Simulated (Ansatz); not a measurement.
Consider the formal exchange of groups at the Se–C bond: `C[SiH2][Se]C=O` + `C#N` → `C[SiH2][Se]C#N` + `C=O`.

Isolated molecules relaxed with PBE0-D4/def2-TZVP in Ansatz; ΔE leaves out vibrations. CCSD(T)/CBS is the MP2 limit (def2-TZVPP, def2-QZVPP) plus CCSD(T) − MP2 in def2-TZVPP, frozen cores. This one scheme is used for every species. Functionals use def2-TZVPP. B3LYP here is the variant with VWN-RPA as its local correlation; programs differ in this. For Se outer-core shells are correlated without core-valence functions, which leaves a few kJ/mol of doubt a bond. Scalar relativity is left out up to krypton. One conformer a species, not always the lowest.

Task: Is it downhill or uphill in electronic energy at CCSD(T)/CBS, and by how much? (Estimate.)

Result: Ansatz gave: Uphill: ΔE = +6.4 kcal/mol.

Task: What do these levels give: PBE-D4, r2SCAN-D4, ωB97X-V, ωB97M-V, PBE, r2SCAN, PBE0, B3LYP, HF/def2-TZVPP, CCSD(T)/def2-TZVPP, HF/CBS(def2), CCSD/CBS(def2)? (An estimate is asked.)

Result: Ansatz gave: PBE-D4 8.8, r2SCAN-D4 8.9, ωB97X-V 5.3, ωB97M-V 5.8, PBE 8.9, r2SCAN 8.9, PBE0 7.0, B3LYP 7.1, HF/def2-TZVPP 2.8, CCSD(T)/def2-TZVPP 5.6, HF/CBS(def2) 2.8, CCSD/CBS(def2) 5.6 kcal/mol.

Largest T1 diagnostic among the species: 0.015.

From PBE to PBE0 (25 % exact exchange), in def2-TZVPP and without D4, ΔE moves by −1.9 kcal/mol. In def2-TZVPP, CCSD(T) changes the Hartree–Fock value by +2.7 kcal/mol (the triples alone add +0.8 kcal/mol) and MP2 by +2.5 kcal/mol.
